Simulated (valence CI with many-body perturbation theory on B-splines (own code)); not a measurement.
**Re62+: calculated level list**

Level of theory: relativistic CI+MBPT: three valence electrons over a frozen Dirac-Fock core [Ne], a basis of 11 s, 11 p, 10 d, 8 f, 5 g, 2 h functions for each j, with the one-electron correlation potential Σ1, the two-electron term Σ2, the three-electron term Σ3, Breit, model QED; selected CI, second order for the rest, scaled by the run's own slope (own B-spline code, finite nucleus).

No measured spectrum was set against this ion. As an estimate, large intervals hold to a few tenths of a per cent, small ones and those within an open d or f shell to about a per cent.

Levels 136 to 157 of 157, with energies above the lowest level, (3s^2 3p1/2) J=1/2. "Leading %" is the weight of the configuration and term that name the level; weights of strongly mixed levels are sums over their largest components and can fall short. In the jj column 3d3/2^4 stands for four electrons in 3d with j = 3/2. Lifetimes count E1, E2, E3, M1 and M2 decay at the calculated energies, and are blank where another channel may lead or the interval is too uncertain; long ones can be off by a factor of two.

```csv
No.,Configuration,Term,J,E (eV),Leading %,Second component,Lifetime,Leading jj
136,3d³,²D,5/2,2287.4,45,31 % 3d³ ⁴P,249 fs,3d3/2^2 3d5/2 (96 %)
137,3d³,⁴F,7/2,2333.8,68,30 % 3d³ ²G,424 fs,3d3/2 3d5/2^2 (99 %)
138,3d³,⁴F,9/2,2338.2,50,40 % 3d³ ²H,462 fs,3d3/2 3d5/2^2 (99 %)
139,3d³,⁴P,3/2,2346.4,40,38 % 3d³ ²D,404 fs,3d3/2 3d5/2^2 (99 %)
140,3d³,²H,11/2,2347.6,100,,534 fs,3d3/2 3d5/2^2 (100 %)
141,3d³,²P,1/2,2350.1,57,42 % 3d³ ⁴P,387 fs,3d3/2 3d5/2^2 (100 %)
142,3d³,⁴P,5/2,2350.6,40,38 % 3d³ ²D,378 fs,3d3/2 3d5/2^2 (96 %)
143,3d³,²F,7/2,2360.3,78,20 % 3d³ ²G,451 fs,3d3/2 3d5/2^2 (99 %)
144,3d³,²F,5/2,2360.7,43,41 % 3d³ ²D,435 fs,3d3/2 3d5/2^2 (98 %)
145,3d³,²D,3/2,2385.5,80,15 % 3d³ ²P,419 fs,3d3/2 3d5/2^2 (96 %)
146,3d³,²G,9/2,2425.5,49,39 % 3d³ ⁴F,1.25 ps,3d5/2^3 (99 %)
147,3d³,²P,3/2,2443.4,42,42 % 3d³ ²D,1.02 ps,3d5/2^3 (97 %)
148,3d³,²D,5/2,2455.3,59,22 % 3d³ ²F,977 fs,3d5/2^3 (97 %)
149,3s²4s,²S,1/2,3115.6,99,,14.7 fs,3s^2 4s (99 %)
150,3s²4p,²P°,1/2,3192.3,98,,57.2 fs,3s^2 4p1/2 (98 %)
151,3s3p4s,⁴P°,1/2,3261.0,85,14 % 3s3p4s ²P°,17.6 fs,3s 3p1/2 4s (99 %)
152,3s3p4s,⁴P°,3/2,3273.7,59,39 % 3s3p4s ²P°,16.1 fs,3s 3p1/2 4s (98 %)
153,3s3p4s,²P°,1/2,3286.7,94,5 % 3s3p4s ⁴P°,19.2 fs,3s 3p1/2 4s (99 %)
154,3s3p4p,⁴D,1/2,3331.8,71,20 % 3s3p4p ²P,27.0 fs,3s 3p1/2 4p1/2 (100 %)
155,3s3p4p,⁴D,3/2,3345.4,40,32 % 3s3p4p ²D,14.4 fs,3s 3p1/2 4p1/2 (98 %)
156,3s²4p,²P°,3/2,3350.7,97,,78.6 fs,3s^2 4p3/2 (97 %)
157,3s3p4p,⁴P,1/2,3361.6,47,29 % 3s3p4p ²S,25.8 fs,3s 3p1/2 4p1/2 (99 %)
```
